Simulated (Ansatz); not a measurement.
Job for Ansatz (a first-principles code): U-CCSD(T)/6-31G on AlP, 2S+1 = 3, a point of a bond scan (R = 2.223 Å).

Ansatz 0.2 input:
```yaml
crystal:
  periodic: [false, false, false]
  atoms:
    - {symbol: Al, position_ang: [-0.00000000, -0.00000000, -1.19086169]}
    - {symbol: P, position_ang: [0.00000000, 0.00000000, 1.03208013]}
basis:
  gaussian:
    orbitals: 6-31G
magnetization: {spin_polarized: true, initial_magnetization: 2}
correlation: {method: ccsd_t, electrons: outside_noble_gas}
scf: {omitted_lower_state_checks: [cluster_reference]}
```

Program output:

```
WARN ansatz: RAYON_NUM_THREADS=1 ignored (pool sized by the plan → 1); use --threads N
Functional definition: HF
these checks for a lower state are left out or cut short: cluster_reference
integrals: 0.00 GiB planned
278 factors; integrals over basis functions are off by at most 1.1e-4 eV
mean field: 0.05 GiB planned
mean field evaluation 1: about -15850.7785 eV, gradient 8.2e0 eV
mean field evaluation 2: about -15850.7816 eV, gradient 8.2e0 eV
mean field evaluation 4: about -15851.6992 eV, gradient 1.1e0 eV
mean field evaluation 8: about -15851.7465 eV, gradient 2.6e-2 eV
mean field evaluation 16: about -15851.8722 eV, gradient 9.6e-1 eV
mean field evaluation 32: about -15851.7466 eV, gradient 4.2e-6 eV
mean field evaluation 64: about -15851.7466 eV, gradient 2.8e-2 eV
mean field evaluation 96: about -15850.8647 eV, gradient 5.7e0 eV
mean field evaluation 128: about -15851.7436 eV, gradient 3.3e-1 eV
mean field evaluation 160: about -15851.8781 eV, gradient 1.8e-1 eV
mean field -15851.93670967 eV, -582.5479292516 hartree, gradient 5.6e-6 eV, S^2 2.228625; 16 other end points of the search recorded, 0 dependent functions left out
10 core orbitals not correlated
reference -15851.93670967 eV, -582.5479292516 hartree; 5, 3 occupied and 11, 13 virtual orbitals, 278 factors
second order -1.23119941 eV of doubles, -0.00000000 eV of singles
coupled cluster: 0.04 GiB planned
cycle   1  -1.53761671 eV  change   -3.1e-1 eV  update   7.7e-2
cycle   2  -1.75997739 eV  change   -2.2e-1 eV  update   4.6e-2
cycle   3  -1.81954599 eV  change   -6.0e-2 eV  update   2.8e-2
cycle   4  -1.84303047 eV  change   -2.3e-2 eV  update   1.9e-2
cycle   5  -1.86008723 eV  change   -1.7e-2 eV  update   1.6e-2
cycle   6  -1.86512415 eV  change   -5.0e-3 eV  update   1.5e-2
cycle   7  -1.86555337 eV  change   -4.3e-4 eV  update   1.5e-2
cycle   8  -1.85494094 eV  change    1.1e-2 eV  update   1.5e-2
cycle   9  -1.82686247 eV  change    2.8e-2 eV  update   1.4e-2
cycle  10  -1.81711245 eV  change    9.8e-3 eV  update   1.1e-2
cycle  11  -1.78661882 eV  change    3.0e-2 eV  update   9.5e-3
cycle  12  -1.78728832 eV  change   -6.7e-4 eV  update   1.1e-2
cycle  13  -1.78631888 eV  change    9.7e-4 eV  update   4.2e-3
cycle  14  -1.78604963 eV  change    2.7e-4 eV  update   1.7e-3
cycle  15  -1.78495023 eV  change    1.1e-3 eV  update   9.4e-4
cycle  16  -1.78454451 eV  change    4.1e-4 eV  update   7.4e-4
cycle  17  -1.78416779 eV  change    3.8e-4 eV  update   4.3e-4
cycle  18  -1.78418560 eV  change   -1.8e-5 eV  update   1.1e-4
cycle  19  -1.78413615 eV  change    4.9e-5 eV  update   7.6e-5
cycle  20  -1.78418208 eV  change   -4.6e-5 eV  update   4.4e-5
cycle  21  -1.78419512 eV  change   -1.3e-5 eV  update   1.2e-5
cycle  22  -1.78419134 eV  change    3.8e-6 eV  update   4.8e-6
coupled cluster: 0.04 GiB planned
perturbative correction -0.03388606 eV, -0.0012452899 hartree
WARN: the results are in doubt because among natural orbitals full CI differs from the method by -0.308 eV
Total energy: -15853.75478707 eV, -582.6147423639 hartree
In doubt: among natural orbitals full CI differs from the method by -0.308 eV
Checks for a lower state left out: cluster_reference
```

Self-consistency was reached. Its determinant has ⟨S²⟩ = 2.23, a mixture of spin states.

Warnings raised: large difference.

Cost: roughly 2.1 core-seconds.
